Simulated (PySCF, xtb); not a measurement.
C3H11NSi2, SMILES C1N([SiH3])[C@@H](C1)[SiH3].

Harmonic wavenumbers (cm⁻¹) from xtb 6.7.1 with GFN2-xTB at its own minimum, in rising order: 47, 97, 104, 123, 166, 251, 285, 499, 521, 554, 577, 604, 670, 735, 772, 776, 779, 812, 823, 827, 894, 991, 1041, 1078, 1100, 1133, 1174, 1212, 1230, 1254, 1257, 1282, 1479, 1499, 2134, 2240, 2255, 2262, 2278, 2285, 2859, 2895, 2932, 3001, 3011.

Task: What does PBE-D3(BJ)/def2-SVP (PySCF 2.14.0) give at its own minimum? (The exact figures need the calculation; the answer reports its results.)

Result: 57, 90, 112, 126, 166, 229, 263, 473, 511, 611, 659, 678, 691, 777, 854, 873, 878, 904, 910, 928, 936, 940, 963, 1020, 1084, 1113, 1148, 1164, 1195, 1220, 1228, 1280, 1413, 1452, 2090, 2144, 2163, 2166, 2170, 2179, 2892, 2908, 2977, 3010, 3077. Paired by order, the mean absolute difference is 49 cm⁻¹ and the zero-point energies are 78.3 and 78.2 kcal/mol.
